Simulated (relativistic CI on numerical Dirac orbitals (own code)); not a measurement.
# d1 to d9 in one octahedral field

Computed with a parametric ligand-field model without spin-orbit coupling, by exact diagonalisation: B = 450, C = 2150, 10Dq = 29600 cm⁻¹ (Oh; |10Dq|/B = 65.8) for every shell. Energies in cm⁻¹; the field energy is (0.6 n_e − 0.4 n_t2) × 10Dq of the ground term; g labels are left out. So small a B with so large a field is typical of 4d and 5d ions, where spin-orbit coupling, left out here, reaches 1,000 to 4,000 cm⁻¹.

```
Shell  Ground term  Electrons in e  Field energy  First spin-allowed bands  Lowest term of other spin
   d1          2T2           0.000        -11840                  2E 29600                           
   d2          3T1           0.006        -23493      3T2 28465, 3T1 34081                   1T2 7132
   d3          4A2           0.000        -35520      4T2 29600, 4T1 34718                   2E 10085
   d4            ?               ?             ?                         ?                          ?
   d5          2T2           0.022        -58551      2A2 26801, 2T1 26955                  4T1 19422
   d6          1A1           0.018        -70506      1T1 27949, 1T2 34520                  3T1 23469
   d7           2E           1.012        -52939      2T1 27837, 2T2 28409                  4T1 19403
   d8          3A2           2.000        -35520      3T2 29600, 3T1 34718                    1E 7859
   d9           2E           3.000        -17760                 2T2 29600
```

Task: Fill in the row of d4.

Result: Ground term: 3T1; Electrons in e: 0.011; Field energy: -47022; First spin-allowed bands: 3E 27478, 3T1 28027; Lowest term of other spin: 1T2 6329. Low spin: d4, d5, d6, d7; the other shells keep the spin of the free ion. Only d4 to d7 can choose; the field needed to pair spins is smallest for d6 and largest for d5, which loses most exchange energy. In the strong-field picture 10Dq must exceed about 6B + 5C = 13450 (d4), 7.5B + 5C = 14125 (d5), 2.5B + 4C = 9725 (d6) and 4B + 4C = 10400 (d7); mixing of terms shifts these bounds somewhat.
